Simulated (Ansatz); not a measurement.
The inner images of a band of AlF2HO + H2 (7 atoms, charge 0, multiplicity 1) are given out of order.

These are results of RKS BLYP/def2-SVP (Ansatz), not measurements.

Initial state:

```xyz
7
Properties=species:S:1:pos:R:3
Al -0.058 -0.076 0.249
O -0.059 -0.510 1.900
H -0.873 -0.728 2.382
F 1.390 -0.020 -0.575
F -1.467 0.057 -0.642
H 0.232 2.191 0.501
H 0.073 1.932 1.211
```

Final state:

```xyz
7
Properties=species:S:1:pos:R:3
Al 0.086 0.546 -0.110
O -0.020 0.140 1.862
H -0.883 -0.333 1.910
F 1.419 -0.329 -0.646
F -1.419 -0.223 -0.314
H 0.146 2.130 -0.134
H -0.091 0.916 2.458
```

Put them in order from the first end to the last, with their energies above the first end.
A.
```xyz
7
Properties=species:S:1:pos:R:3
Al 0.017 0.278 0.021
O -0.014 -0.011 1.849
H -0.799 -0.352 2.325
F 1.441 -0.142 -0.746
F -1.451 -0.037 -0.720
H 0.073 1.890 0.729
H -0.028 1.221 1.568
```
B.
```xyz
7
Properties=species:S:1:pos:R:3
Al 0.032 0.401 -0.069
O -0.010 0.052 1.864
H -0.804 -0.303 2.320
F 1.444 -0.205 -0.737
F -1.445 -0.102 -0.694
H 0.081 1.929 0.531
H -0.060 1.075 1.810
```
C.
```xyz
7
Properties=species:S:1:pos:R:3
Al 0.040 0.466 -0.114
O -0.022 0.085 1.857
H -0.814 -0.332 2.259
F 1.428 -0.273 -0.707
F -1.438 -0.161 -0.629
H 0.107 2.014 0.288
H -0.065 1.047 2.073
```
D.
```xyz
7
Properties=species:S:1:pos:R:3
Al -0.033 -0.076 0.200
O -0.027 -0.457 1.870
H -0.855 -0.539 2.372
F 1.409 -0.087 -0.636
F -1.446 0.052 -0.684
H 0.115 2.173 0.618
H 0.075 1.782 1.285
```
E.
```xyz
7
Properties=species:S:1:pos:R:3
Al -0.020 -0.003 0.156
O -0.012 -0.299 1.857
H -0.836 -0.433 2.354
F 1.416 -0.098 -0.688
F -1.444 0.015 -0.718
H 0.092 2.065 0.717
H 0.041 1.599 1.348
```
F.
```xyz
7
Properties=species:S:1:pos:R:3
Al 0.000 0.133 0.101
O -0.013 -0.133 1.848
H -0.816 -0.388 2.336
F 1.429 -0.119 -0.726
F -1.446 -0.012 -0.724
H 0.080 1.945 0.762
H 0.006 1.422 1.429
```
G.
```xyz
7
Properties=species:S:1:pos:R:3
Al 0.054 0.513 -0.123
O -0.027 0.126 1.850
H -0.830 -0.371 2.119
F 1.415 -0.317 -0.664
F -1.435 -0.193 -0.504
H 0.136 2.091 0.053
H -0.075 0.999 2.295
```

D (+0.02 eV), E (+0.12 eV), F (+0.44 eV), A (+0.75 eV), B (+0.39 eV), C (+0.14 eV), G (+0.04 eV).

Time of the run: 2.7 min on 1 thread of Arm Neoverse V2 (shared host), peak memory 0.13 GiB.
